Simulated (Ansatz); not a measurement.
## The atomisation energy (no zero-point term) down a group: F to Br

Gas-phase molecules, one atom swapped for its congeners: Sn(CH3)F; Sn(CH3)Cl; Sn(CH3)Br. All are singlets with charge 0.

Shapes, held fixed at every level: PBE0-D4/def2-TZVP. Programs: Ansatz 0.2.0. Values in eV.

```csv
level,Sn(CH3)F,Sn(CH3)Br
HF/def2-SVP,14.88,14.19
SPW92/def2-TZVPP,24.10,22.22
r2SCAN-D4/def2-TZVPP,21.05,19.62
PBE0-D4/def2-TZVPP,20.91,19.56
r2SCAN0-D4/def2-TZVPP,20.58,19.33
B2PLYP/def2-TZVPP,20.85,19.30
CCSD(T)/def2-TZVPP,20.53,19.07
```

Task: Estimate the column for Sn(CH3)Cl from its neighbours.

Result: The mean of the neighbours at CCSD(T)/def2-TZVPP is 19.80 eV, against 19.45 from the run: the member lies nearer Br. All rows: HF/def2-SVP 14.50; SPW92/def2-TZVPP 22.67; r2SCAN-D4/def2-TZVPP 20.01; PBE0-D4/def2-TZVPP 19.97; r2SCAN0-D4/def2-TZVPP 19.71; B2PLYP/def2-TZVPP 19.71; CCSD(T)/def2-TZVPP 19.45 eV. At CCSD(T)/def2-TZVPP the atomisation energy falls at every step, from 20.53 to 19.07 eV. Every level shows the same order. For atoms past krypton def2 sets carry core potentials with scalar relativity. Relativity is left out for Br. Outer-core shells of Br, Sn are correlated in most correlated rows, in sets that cover them unevenly. Spin-orbit coupling, which grows down the group, is left out (summed over each molecule's free atoms 0.33, 0.35, 0.46 eV). Coupled cluster in double- or triple-zeta sets underbinds by a few per cent against its basis-set limit.
